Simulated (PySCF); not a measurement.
C3H9NSi2, SMILES [Si@@H](C)(C#C)N[SiH3].

Coordinates come from a PBE-D3(BJ)/def2-SVP optimisation. The structure was generated by enumeration; whether it is a known compound was not checked. The values are those of a single conformer.

All values below come from PBE-D3(BJ)/def2-SVP in PySCF.

Frequencies are harmonic and unscaled.

Q: Give all harmonic wavenumbers and intensities. (The exact figures need the calculation; the answer reports its results.)

A: 
```json
[
 {"mode": "1", "ν (cm⁻¹)": "25", "IR (km/mol)": "0.4", "moving atoms (share of kinetic energy)": "H 32 %, C 32 %, Si 28 %"},
 {"mode": "2", "ν (cm⁻¹)": "54", "IR (km/mol)": "0.3", "moving atoms (share of kinetic energy)": "H 85 %, C 8 %"},
 {"mode": "3", "ν (cm⁻¹)": "113", "IR (km/mol)": "1.1", "moving atoms (share of kinetic energy)": "C 41 %, H 30 %, Si 19 %, N 11 %"},
 {"mode": "4", "ν (cm⁻¹)": "131", "IR (km/mol)": "0.5", "moving atoms (share of kinetic energy)": "C 48 %, H 31 %, Si 16 %"},
 {"mode": "5", "ν (cm⁻¹)": "154", "IR (km/mol)": "0.1", "moving atoms (share of kinetic energy)": "H 85 %"},
 {"mode": "6", "ν (cm⁻¹)": "186", "IR (km/mol)": "2.8", "moving atoms (share of kinetic energy)": "C 37 %, H 27 %, N 21 %, Si 15 %"},
 {"mode": "7", "ν (cm⁻¹)": "246", "IR (km/mol)": "0.4", "moving atoms (share of kinetic energy)": "H 31 %, C 29 %, N 24 %, Si 16 %"},
 {"mode": "8", "ν (cm⁻¹)": "337", "IR (km/mol)": "16.9", "moving atoms (share of kinetic energy)": "C 59 %, H 27 %, Si 14 %"},
 {"mode": "9", "ν (cm⁻¹)": "351", "IR (km/mol)": "54.0", "moving atoms (share of kinetic energy)": "H 69 %, N 20 %, C 10 %"},
 {"mode": "10", "ν (cm⁻¹)": "376", "IR (km/mol)": "20.7", "moving atoms (share of kinetic energy)": "C 45 %, H 24 %, Si 21 %, N 10 %"},
 {"mode": "11", "ν (cm⁻¹)": "551", "IR (km/mol)": "15.2", "moving atoms (share of kinetic energy)": "C 36 %, Si 30 %, H 21 %, N 14 %"},
 {"mode": "12", "ν (cm⁻¹)": "611", "IR (km/mol)": "23.1", "moving atoms (share of kinetic energy)": "Si 38 %, H 33 %, C 25 %"},
 {"mode": "13", "ν (cm⁻¹)": "645", "IR (km/mol)": "3.5", "moving atoms (share of kinetic energy)": "H 78 %, C 12 %"},
 {"mode": "14", "ν (cm⁻¹)": "683", "IR (km/mol)": "38.1", "moving atoms (share of kinetic energy)": "H 80 %, Si 10 %, N 8 %"},
 {"mode": "15", "ν (cm⁻¹)": "690", "IR (km/mol)": "23.1", "moving atoms (share of kinetic energy)": "H 66 %, C 26 %"},
 {"mode": "16", "ν (cm⁻¹)": "692", "IR (km/mol)": "28.6", "moving atoms (share of kinetic energy)": "H 53 %, C 27 %, Si 16 %"},
 {"mode": "17", "ν (cm⁻¹)": "699", "IR (km/mol)": "29.6", "moving atoms (share of kinetic energy)": "H 75 %, C 24 %"},
 {"mode": "18", "ν (cm⁻¹)": "741", "IR (km/mol)": "38.5", "moving atoms (share of kinetic energy)": "H 73 %, C 16 %, Si 9 %"},
 {"mode": "19", "ν (cm⁻¹)": "779", "IR (km/mol)": "76.6", "moving atoms (share of kinetic energy)": "H 54 %, N 16 %, Si 16 %, C 15 %"},
 {"mode": "20", "ν (cm⁻¹)": "848", "IR (km/mol)": "247.1", "moving atoms (share of kinetic energy)": "H 73 %, Si 15 %, C 9 %"},
 {"mode": "21", "ν (cm⁻¹)": "861", "IR (km/mol)": "197.0", "moving atoms (share of kinetic energy)": "H 77 %, Si 11 %"},
 {"mode": "22", "ν (cm⁻¹)": "891", "IR (km/mol)": "69.4", "moving atoms (share of kinetic energy)": "H 95 %"},
 {"mode": "23", "ν (cm⁻¹)": "910", "IR (km/mol)": "283.0", "moving atoms (share of kinetic energy)": "N 40 %, H 37 %, Si 23 %"},
 {"mode": "24", "ν (cm⁻¹)": "926", "IR (km/mol)": "76.1", "moving atoms (share of kinetic energy)": "H 92 %"},
 {"mode": "25", "ν (cm⁻¹)": "965", "IR (km/mol)": "63.4", "moving atoms (share of kinetic energy)": "H 86 %"},
 {"mode": "26", "ν (cm⁻¹)": "1151", "IR (km/mol)": "128.9", "moving atoms (share of kinetic energy)": "H 68 %, N 29 %"},
 {"mode": "27", "ν (cm⁻¹)": "1215", "IR (km/mol)": "26.6", "moving atoms (share of kinetic energy)": "H 78 %, C 22 %"},
 {"mode": "28", "ν (cm⁻¹)": "1376", "IR (km/mol)": "3.3", "moving atoms (share of kinetic energy)": "H 96 %"},
 {"mode": "29", "ν (cm⁻¹)": "1382", "IR (km/mol)": "2.9", "moving atoms (share of kinetic energy)": "H 96 %"},
 {"mode": "30", "ν (cm⁻¹)": "2077", "IR (km/mol)": "27.8", "moving atoms (share of kinetic energy)": "C 90 %, H 9 %"},
 {"mode": "31", "ν (cm⁻¹)": "2136", "IR (km/mol)": "135.6", "moving atoms (share of kinetic energy)": "H 96 %"},
 {"mode": "32", "ν (cm⁻¹)": "2152", "IR (km/mol)": "144.1", "moving atoms (share of kinetic energy)": "H 97 %"},
 {"mode": "33", "ν (cm⁻¹)": "2168", "IR (km/mol)": "114.3", "moving atoms (share of kinetic energy)": "H 97 %"},
 {"mode": "34", "ν (cm⁻¹)": "2180", "IR (km/mol)": "84.5", "moving atoms (share of kinetic energy)": "H 97 %"},
 {"mode": "35", "ν (cm⁻¹)": "2980", "IR (km/mol)": "1.2", "moving atoms (share of kinetic energy)": "H 97 %"},
 {"mode": "36", "ν (cm⁻¹)": "3083", "IR (km/mol)": "2.5", "moving atoms (share of kinetic energy)": "H 91 %, C 9 %"},
 {"mode": "37", "ν (cm⁻¹)": "3087", "IR (km/mol)": "2.2", "moving atoms (share of kinetic energy)": "H 91 %, C 9 %"},
 {"mode": "38", "ν (cm⁻¹)": "3389", "IR (km/mol)": "46.9", "moving atoms (share of kinetic energy)": "H 86 %, C 14 %"},
 {"mode": "39", "ν (cm⁻¹)": "3504", "IR (km/mol)": "35.0", "moving atoms (share of kinetic energy)": "H 93 %"}
]
```
